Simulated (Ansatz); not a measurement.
**Molecular dynamics of CH$_{3}$BClSi, charge -1**

input.yaml

```yaml
crystal:
  periodic: [false, false, false]
  atoms:
    - { symbol: Cl, position_ang: [-2.214688, -0.70276, 0.665171] }
    - { symbol: B, position_ang: [-0.538236, -0.542305, -0.122997] }
    - { symbol: C, position_ang: [0.703363, -0.317498, 0.633724] }
    - { symbol: Si, position_ang: [0.309538, 0.461021, -1.574714] }
    - { symbol: H, position_ang: [1.679639, -0.597143, 0.248795] }
    - { symbol: H, position_ang: [0.73177, 0.041955, 1.665718] }
    - { symbol: H, position_ang: [-0.671395, 1.656731, -1.515697] }
total_charge: -1
basis:
  gaussian: { orbitals: cc-pVDZ }
hamiltonian:
  xc: hf
md:
  timestep: 1.0
  n_steps: 100
  ensemble: nvt_langevin
  temperature: 50.0
  initial_velocities: maxwell_boltzmann
  seed: 82415
  friction: 0.005
```

Run as:

```bash
$ ansatz run input.yaml --threads 1 --pin off --max-ram 2048MiB --backend cpu --events-out ev --progress --plain --runs-dir out
```

It starts from a relaxed structure.

Output, in part (one step line in 4, the closing report, with atoms numbered from 0):

```
md step     0: t =     0.00 fs  T =    42.9 K  F+E_penalty+E_count = -22115.08788668 eV  E_kin = 0.038778 eV  (38 SCF iters)
md step     4: t =     4.00 fs  T =    24.5 K  F+E_penalty+E_count = -22115.07415983 eV  E_kin = 0.022136 eV  (40 SCF iters)
md step     8: t =     8.00 fs  T =    13.7 K  F+E_penalty+E_count = -22115.06503159 eV  E_kin = 0.012411 eV  (39 SCF iters)
md step    12: t =    12.00 fs  T =    18.0 K  F+E_penalty+E_count = -22115.07087261 eV  E_kin = 0.016324 eV  (39 SCF iters)
md step    16: t =    16.00 fs  T =    22.9 K  F+E_penalty+E_count = -22115.07875846 eV  E_kin = 0.020727 eV  (40 SCF iters)
md step    20: t =    20.00 fs  T =    21.9 K  F+E_penalty+E_count = -22115.07464921 eV  E_kin = 0.019827 eV  (38 SCF iters)
md step    24: t =    24.00 fs  T =    16.5 K  F+E_penalty+E_count = -22115.06881227 eV  E_kin = 0.014913 eV  (39 SCF iters)
md step    28: t =    28.00 fs  T =    19.5 K  F+E_penalty+E_count = -22115.07164036 eV  E_kin = 0.017672 eV  (41 SCF iters)
md step    32: t =    32.00 fs  T =    28.7 K  F+E_penalty+E_count = -22115.08084460 eV  E_kin = 0.025999 eV  (42 SCF iters)
md step    36: t =    36.00 fs  T =    17.2 K  F+E_penalty+E_count = -22115.07208522 eV  E_kin = 0.015595 eV  (41 SCF iters)
md step    40: t =    40.00 fs  T =    11.0 K  F+E_penalty+E_count = -22115.06794490 eV  E_kin = 0.009964 eV  (43 SCF iters)
md step    44: t =    44.00 fs  T =    18.7 K  F+E_penalty+E_count = -22115.07374213 eV  E_kin = 0.016921 eV  (42 SCF iters)
md step    48: t =    48.00 fs  T =    18.6 K  F+E_penalty+E_count = -22115.07476178 eV  E_kin = 0.016856 eV  (42 SCF iters)
md step    52: t =    52.00 fs  T =    21.6 K  F+E_penalty+E_count = -22115.07610838 eV  E_kin = 0.019540 eV  (42 SCF iters)
md step    56: t =    56.00 fs  T =    15.7 K  F+E_penalty+E_count = -22115.06995198 eV  E_kin = 0.014218 eV  (43 SCF iters)
md step    60: t =    60.00 fs  T =    22.0 K  F+E_penalty+E_count = -22115.07419525 eV  E_kin = 0.019877 eV  (40 SCF iters)
md step    64: t =    64.00 fs  T =    29.3 K  F+E_penalty+E_count = -22115.07968083 eV  E_kin = 0.026508 eV  (39 SCF iters)
md step    68: t =    68.00 fs  T =    24.6 K  F+E_penalty+E_count = -22115.07376355 eV  E_kin = 0.022245 eV  (40 SCF iters)
md step    72: t =    72.00 fs  T =    17.3 K  F+E_penalty+E_count = -22115.06549932 eV  E_kin = 0.015630 eV  (39 SCF iters)
md step    76: t =    76.00 fs  T =    27.4 K  F+E_penalty+E_count = -22115.07298688 eV  E_kin = 0.024775 eV  (39 SCF iters)
md step    80: t =    80.00 fs  T =    31.2 K  F+E_penalty+E_count = -22115.07685996 eV  E_kin = 0.028207 eV  (40 SCF iters)
md step    84: t =    84.00 fs  T =    35.4 K  F+E_penalty+E_count = -22115.08184373 eV  E_kin = 0.032058 eV  (38 SCF iters)
md step    88: t =    88.00 fs  T =    25.7 K  F+E_penalty+E_count = -22115.07200667 eV  E_kin = 0.023294 eV  (38 SCF iters)
md step    92: t =    92.00 fs  T =    23.1 K  F+E_penalty+E_count = -22115.06639376 eV  E_kin = 0.020890 eV  (39 SCF iters)
md step    96: t =    96.00 fs  T =    38.6 K  F+E_penalty+E_count = -22115.07752961 eV  E_kin = 0.034950 eV  (37 SCF iters)
md step   100: t =   100.00 fs  T =    35.9 K  F+E_penalty+E_count = -22115.07407368 eV  E_kin = 0.032494 eV  (61 SCF iters)
Total energy: -22115.07407368 eV, -812.7139820723 hartree
Atom 0 at    -2.211670    -0.794545     0.642241 Å, force     0.024035     0.002008     0.087148 eV/Å
Atom 1 at    -0.532416    -0.576419    -0.103356 Å, force     0.112961    -0.007420    -0.257959 eV/Å
Atom 2 at     0.727187    -0.371760     0.640735 Å, force    -0.171200     0.035284    -0.129257 eV/Å
Atom 3 at     0.359670     0.507667    -1.469695 Å, force     0.001866    -0.108052    -0.155564 eV/Å
Atom 4 at     1.690198    -0.670836     0.225631 Å, force    -0.137888     0.057027     0.260857 eV/Å
Atom 5 at     0.743494    -0.020131     1.672389 Å, force     0.209698    -0.049936     0.110306 eV/Å
Atom 6 at    -0.617960     1.698052    -1.379650 Å, force    -0.039472     0.071088     0.084469 eV/Å
Dipole moment:    -0.285955    -0.238603     0.468855 e Å
```

All steps were run. The mean temperature of the second half is 46 % below the set value. A run of 0.1 ps of so small a system gives no equilibrium averages. Limits of this set-up: an anion without diffuse functions, the dipole of an ion depends on the origin.

The same pairs are bonded in the first frame and the last. Pairs count as bonded within 1.25 times the sum of covalent radii (0.12 Å more for H–H).

Last frame:

```xyz
7
Properties=species:S:1:pos:R:3
Cl -2.212 -0.794 0.642
B -0.532 -0.576 -0.103
C 0.727 -0.372 0.641
Si 0.360 0.508 -1.470
H 1.690 -0.671 0.226
H 0.744 -0.020 1.672
H -0.618 1.698 -1.380
```

The run took 2.5 min on 1 thread of Arm Neoverse V1 (shared host), peak memory 0.14 GiB.
